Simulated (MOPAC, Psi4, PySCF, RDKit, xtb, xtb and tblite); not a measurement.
Internal rotation in SMILES C([SiH2]C#N)OC, singlet. Scanned: dihedral O2–C3–Si4–C5; all other coordinates were relaxed at GFN2-xTB. Points at φ and −φ are mirror images.

Geometry of the scan point at 60° (Å):
```
13

C     -2.3095     0.0468    -0.1069
O     -1.1109    -0.5608     0.2952
C     -0.0180     0.3316     0.3625
Si     1.4648    -0.7571     0.8587
C      1.6499    -2.0419    -0.4842
N      1.7748    -2.8269    -1.3088
H     -3.0678    -0.7335    -0.1226
H     -2.2141     0.4851    -1.1085
H     -2.6084     0.8361     0.5951
H     -0.2147     1.1255     1.0980
H      0.1316     0.8277    -0.6080
H      2.7022     0.0297     0.8779
H      1.1928    -1.4687     2.1055
```

- GFN2-xTB (xtb and tblite)
- MMFF94 // GFN2-xTB (RDKit)
- PBE/def2-TZVP // GFN2-xTB (Psi4)
- PBE-D3(BJ)/def2-TZVP // GFN2-xTB (Psi4)
- M06-2X/def2-TZVP // GFN2-xTB (Psi4)
- MP2/cc-pVTZ = Psi4 1.11 with DF-MP2 (frozen core)/cc-pVTZ // GFN2-xTB
- HF/cc-pVTZ // GFN2-xTB (Psi4)
- UFF // GFN2-xTB (RDKit)
- PM7, restricted, heats of formation // GFN2-xTB (MOPAC)
- PM6, restricted, heats of formation // GFN2-xTB (MOPAC)
- GFN1-xTB // GFN2-xTB (xtb)
- RKS-B3LYP/6-31G* = restricted B3LYP/6-31G*, spherical d, density fitting // GFN2-xTB (PySCF)
- RKS-B3LYP/6-311+G** = restricted B3LYP/6-311+G**, spherical d, density fitting // GFN2-xTB in PySCF
- RHF/6-31G* = restricted Hartree-Fock/6-31G*, spherical d, density fitting // GFN2-xTB (PySCF 2.14.0)
- RKS-LDA (SVWN5)/6-31G* = PySCF with restricted LDA (SVWN5)/6-31G*, spherical d, density fitting // GFN2-xTB

Least-squares fit of E(φ) = a0 + Σ (a_n cos nφ + b_n sin nφ), n = 1 to 4, to the 12 scan points, in kJ/mol above the lowest point of each profile (levels whose profile four harmonics don't fit are not listed):

```csv
method,a0,a1,b1,a2,b2,a3,b3,a4,b4,rms of fit
GFN2-xTB,4.29,2.65,0.00,0.66,0.00,2.27,0.00,-0.03,0.00,0.02
MMFF94,7.50,4.32,0.00,-0.01,0.00,2.93,0.00,-0.20,0.00,0.08
PBE/def2-TZVP,5.28,2.37,0.00,0.72,0.00,3.73,0.00,0.07,0.00,0.03
PBE-D3(BJ)/def2-TZVP,5.05,2.08,0.00,0.70,0.00,3.78,0.00,0.09,0.00,0.03
M06-2X/def2-TZVP,5.66,2.36,0.00,0.68,0.00,4.10,0.00,0.11,0.00,0.01
MP2/cc-pVTZ,5.39,1.61,0.00,0.65,0.00,4.55,0.00,0.12,0.00,0.05
HF/cc-pVTZ,6.74,2.91,0.00,0.79,0.00,4.71,0.00,0.07,0.00,0.02
UFF,3.55,-0.56,0.00,-0.24,0.00,3.52,0.00,0.04,0.00,0.13
PM7,2.19,1.38,0.00,0.94,0.00,1.80,0.00,0.00,0.00,0.05
PM6,3.12,2.39,0.00,0.34,0.00,0.87,0.00,-0.20,0.00,0.03
GFN1-xTB,3.94,0.70,0.00,1.22,0.00,3.63,0.00,0.07,0.00,0.05
RKS-B3LYP/6-31G*,5.43,2.52,0.00,0.77,0.00,3.83,0.00,0.11,0.00,0.06
RKS-B3LYP/6-311+G**,6.31,3.12,0.00,0.72,0.00,4.00,0.00,0.09,0.00,0.04
RHF/6-31G*,6.67,3.14,0.00,0.73,0.00,4.40,0.00,0.11,0.00,0.01
RKS-LDA (SVWN5)/6-31G*,4.43,1.78,0.00,0.79,0.00,3.64,0.00,0.16,0.00,0.09
```

MMFF94 has few fitted parameters for silicon.
